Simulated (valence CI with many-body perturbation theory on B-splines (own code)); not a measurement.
In²⁷⁺: M1 decay

Level of theory: configuration interaction combined with many-body perturbation theory (CI+MBPT): four valence electrons over a frozen Dirac-Fock core [Ar], radial functions for each j: 9 s, 9 p, 10 d, 8 f, 5 g, 3 h, 1 i, with the one-electron correlation potential Σ1, the two-electron term Σ2, the three-electron term Σ3, Breit, model QED; selected CI, second order for the rest (own B-spline code, finite nucleus).

No measured spectrum was set against this ion. As an estimate, large intervals hold to a few tenths of a per cent, small ones and those within an open d or f shell to about a per cent. Core correlation moves these levels by up to 8900 cm⁻¹, and in measured spectra 5 to 20 % of such shifts remained as error; rates that hang on mixing are uncertain with them. Only levels of the ground parity were solved; by the run's estimate the other parity begins above the list, which can be wrong where configurations are misplaced.

Lines 51 to 100 of 120 in falling wavelength, among levels below 74.406 eV, chosen from the decays that carry over 1 % of a level's rate. Wavelengths and rates use the calculated energies. Weak lines are less certain than strong ones. Lines between different terms over intervals too small for the method are left out, as are lines whose strength nearly cancels. Branching is blank where the lifetime is uncertain.

Names give the largest LS component (configuration and term), which can be under half, so a name can repeat, a term be missing and a line seem to break the LS rules; names also repeat where a configuration has a term twice. Letters in brackets count levels of one name in rising energy.

| λ vac (Å) | Upper | Lower | Type | A (s⁻¹) | Branch % |
| --- | --- | --- | --- | --- | --- |
| 1157 | 3d4 3P_2 [a] | 3d4 3G_3 | M1 | 2.86e+02 | 1.5 |
| 1138 | 3d4 3D_1 | 3d4 3P_1 [a] | M1 | 4.77e+03 | 18.9 |
| 1098 | 3d4 5D_0 [b] | 3d4 5D_1 | M1 | 2.34e+04 | 100.0 |
| 1088 | 3d4 3P_2 [b] | 3d4 3D_2 | M1 | 3.07e+03 | 19.8 |
| 1077 | 3d4 1I_6 | 3d4 3H_5 | M1 | 4.25e+03 | 54.3 |
| 1070 | 3d4 3G_3 | 3d4 5D_2 | M1 | 2.66e+03 | 38.8 |
| 1030 | 3d4 3F_2 [a] | 3d4 5D_2 | M1 | 3.94e+03 | 37.0 |
| 1028 | 3d4 1F_3 | 3d4 3D_3 | M1 | 3.53e+03 |  |
| 1018 | 3d4 3D_1 | 3d4 3F_2 [a] | M1 | 5.24e+03 | 20.8 |
| 1009 | 3d4 3F_4 [c] | 3d4 3G_5 | M1 | 2.62e+03 | 7.8 |
| 956.1 | 3d4 1F_3 | 3d4 3D_2 | M1 | 2.34e+03 |  |
| 934.7 | 3d4 3F_2 [b] | 3d4 3D_1 | M1 | 3.65e+03 | 16.5 |
| 930.3 | 3d4 3P_1 [a] | 3d4 5D_2 | M1 | 1.31e+04 | 89.0 |
| 904.7 | 3d4 1F_3 | 3d4 3G_4 | M1 | 1.92e+03 |  |
| 902.5 | 3d4 3P_2 [c] | 3d4 3D_3 | M1 | 4.58e+02 | 3.6 |
| 876.4 | 3d4 3F_4 [c] | 3d4 3F_3 [a] | M1 | 7.76e+03 | 23.2 |
| 874.0 | 3d4 3G_4 | 3d4 5D_3 | M1 | 1.40e+02 | 7.6 |
| 866.5 | 3d4 3G_5 | 3d4 3H_4 | M1 | 5.88e+02 | 7.7 |
| 854.7 | 3d4 1S_0 [a] | 3d4 3P_1 [a] | M1 | 1.88e+04 |  |
| 834.9 | 3d4 3F_4 [b] | 3d4 3H_5 | M1 | 7.75e+02 |  |
| 830.8 | 3d4 3D_2 | 3d4 5D_3 | M1 | 3.89e+02 | 16.2 |
| 830.8 | 3d4 3F_3 [b] | 3d4 3P_2 [a] | M1 | 1.59e+03 |  |
| 821.6 | 3d4 3D_3 | 3d4 5D_4 | M1 | 5.40e+03 | 89.4 |
| 809.5 | 3d4 3P_2 [b] | 3d4 3P_1 [a] | M1 | 2.02e+03 | 13.0 |
| 796.6 | 3d4 3F_2 [a] | 3d4 5D_1 | M1 | 6.70e+03 | 62.9 |
| 789.8 | 3d4 3F_4 [a] | 3d4 5D_4 | M1 | 1.45e+03 | 9.7 |
| 783.5 | 3d4 3D_3 | 3d4 5D_3 | M1 | 2.01e+02 | 3.3 |
| 778.7 | 3d4 3F_3 [b] | 3d4 3F_3 [a] | M1 | 3.28e+02 |  |
| 768.7 | 3d4 3F_4 [b] | 3d4 3G_3 | M1 | 1.64e+03 |  |
| 766.2 | 3d4 3F_2 [b] | 3d4 3F_3 [a] | M1 | 5.13e+03 | 23.2 |
| 754.5 | 3d4 3F_4 [a] | 3d4 5D_3 | M1 | 3.07e+03 | 20.5 |
| 753.6 | 3d4 3D_1 | 3d4 5D_0 [b] | M1 | 9.40e+03 | 37.2 |
| 746.8 | 3d4 3P_2 [b] | 3d4 3F_2 [a] | M1 | 4.79e+02 | 3.1 |
| 742.5 | 3d4 3F_4 [c] | 3d4 3F_4 [a] | M1 | 1.44e+04 | 43.1 |
| 726.7 | 3d4 3P_2 [b] | 3d4 3G_3 | M1 | 2.96e+03 | 19.0 |
| 719.0 | 3d4 3D_2 | 3d4 5D_2 | M1 | 6.92e+01 | 2.9 |
| 683.3 | 3d4 3D_3 | 3d4 5D_2 | M1 | 2.95e+02 | 4.9 |
| 671.2 | 3d4 3F_3 [b] | 3d4 3F_4 [a] | M1 | 1.50e+03 |  |
| 668.1 | 3d4 3P_2 [c] | 3d4 3P_1 [a] | M1 | 2.75e+03 | 21.9 |
| 665.6 | 3d4 1F_3 | 3d4 3G_3 | M1 | 1.95e+03 |  |
| 657.5 | 3d4 3F_4 [b] | 3d4 3H_4 | M1 | 1.72e+03 |  |
| 654.4 | 3d4 3F_4 [c] | 3d4 3G_4 | M1 | 2.33e+03 | 7.0 |
| 653.1 | 3d4 3F_3 [a] | 3d4 5D_3 | M1 | 2.79e+03 |  |
| 641.1 | 3d4 3F_2 [b] | 3d4 3D_3 | M1 | 4.00e+03 | 18.1 |
| 624.9 | 3d4 3P_2 [c] | 3d4 3F_2 [a] | M1 | 1.54e+02 | 1.2 |
| 620.5 | 3d4 3P_2 [a] | 3d4 5D_3 | M1 | 1.50e+04 | 78.6 |
| 616.6 | 3d4 3G_5 | 3d4 5D_4 | M1 | 3.88e+02 | 5.1 |
| 610.8 | 3d4 3P_2 [c] | 3d4 3G_3 | M1 | 3.56e+03 | 28.3 |
| 598.4 | 3d4 3F_3 [b] | 3d4 3G_4 | M1 | 1.82e+02 |  |
| 597.1 | 3d4 3D_2 | 3d4 5D_1 | M1 | 1.23e+03 | 50.9 |
